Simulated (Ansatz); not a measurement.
Species: H2BSeO, charge 0, doublet. H2BSeO (SMILES [Se]BO, doublet).
B3LYP-D3(BJ)/def2-TZVP minimum from Ansatz (a first-principles code):
```
B
O 1 1.3529
H 2 0.9632 1 115.82
H 1 1.1930 2 118.44 3 180.00
Se 1 1.9444 4 115.35 2 180.00
```
Charge 0, spin multiplicity 2.

Atomisation energy term by term, kcal/mol (programs: Ansatz). Radicals and triplets start from unrestricted determinants; spin-orbit coupling is neglected. Correlated methods leave the cores frozen (noble-gas shells, and filled d and f shells in the p block). No relativity. CBS(X,Y): correlation extrapolated as X^-3, Hartree-Fock from the larger set. A bracket is a step between two methods taken in the basis named. For partners of very few electrons the exact lower level stands in for a higher one.

| term | basis | kcal/mol |
|---|---|---|
| Hartree-Fock | cc-pVQZ | 304.72 |
| CCSD correlation | CBS(cc-pVTZ,cc-pVQZ) | 102.76 |
| (T) | CBS(cc-pVTZ,cc-pVQZ) | 8.03 |
| CCSDT(Q) - CCSD(T) | cc-pVDZ | 0.59 |
| sum: De |  | 416.1 |
